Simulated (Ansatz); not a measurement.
Born–Oppenheimer molecular dynamics of Cl$_{3}$FHf (5 atoms, charge 0, multiplicity 1). It goes on from the last frame of an earlier run, with new velocities.

The calculation used RKS PBE/def2-SVP in Ansatz 0.2.0.

- ensemble: NVT, Nosé–Hoover chain
- time step: 1 fs
- steps asked: 150
- set temperature: 2000 K
- thermostat: time constant 100 fs, chain length 3 (defaults)
- seed: 471174

First frame:

```xyz
5
Properties=species:S:1:pos:R:3
Hf -0.005 0.006 -0.036
F 0.032 -0.034 1.851
Cl 2.242 -0.028 -0.780
Cl -1.134 1.965 -0.794
Cl -1.094 -1.951 -0.784
```

Task: How far do the bonds stretch over the last three quarters of this one trajectory? (Pairs bonded in most of those frames.)

Result: 
| bond | mean (Å) | spread (Å) | shortest | longest |
| --- | --- | --- | --- | --- |
| Hf1–F2 | 1.982 | 0.166 | 1.72 | 2.23 |
| Hf1–Cl3 | 2.339 | 0.052 | 2.27 | 2.42 |
| Hf1–Cl4 | 2.352 | 0.041 | 2.26 | 2.41 |
| Hf1–Cl5 | 2.347 | 0.068 | 2.24 | 2.47 |

Mean temperature of the second half: 1421 K. The conserved energy stayed within 0.77 meV per atom of its start (net change 0.55 meV per atom), so the integration is sound. The mean temperature of the second half is 29 % below the set value. A run of 0.15 ps of so small a system gives no equilibrium averages.

The run took 13 min on 1 thread of Arm Neoverse V1, on a shared host, peak memory 0.19 GiB.
